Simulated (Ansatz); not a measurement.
System: tetrasiletane, Si4H8, net charge 0, singlet state. 
Coordinates optimised at B3LYP-D3(BJ)/def2-TZVP (Ansatz, a quantum-chemistry and plane-wave program):
```
Si
H 1 1.4831
H 1 1.4856 2 109.10
Si 1 2.3619 2 119.55 3 127.51
H 4 1.4831 1 119.55 2 -89.92
H 4 1.4856 5 109.10 1 -127.51
Si 1 2.3619 2 119.55 3 -127.51
H 7 1.4831 1 119.55 2 89.92
H 7 1.4856 8 109.10 1 127.51
Si 7 2.3619 8 119.55 9 127.51
H 10 1.4831 7 119.55 8 -89.92
H 10 1.4856 11 109.10 7 -127.51
```

Basis-set convergence of Hartree-Fock and CCSD(T) correlation energies (hartree) with Ansatz. Cores are frozen in the correlated levels unless marked. No spin-orbit coupling. No relativistic terms.

```tsv
basis	functions	E(HF)	E(corr, CCSD(T))
cc-pV(D+d)Z	132	-1160.38484	-0.49536
cc-pV(T+d)Z	268	-1160.42973	-0.59467
cc-pV(Q+d)Z	496	-1160.44199	-0.62647
```

Extrapolating the two largest sets (X = 3 and 4) as X^-3: E(corr) = (64·(-0.62647) - 27·(-0.59467))/37 = -0.6497 Eh, an estimate of the basis-set limit. The largest set recovers 96.4 % of it, the smallest 76.2 %.
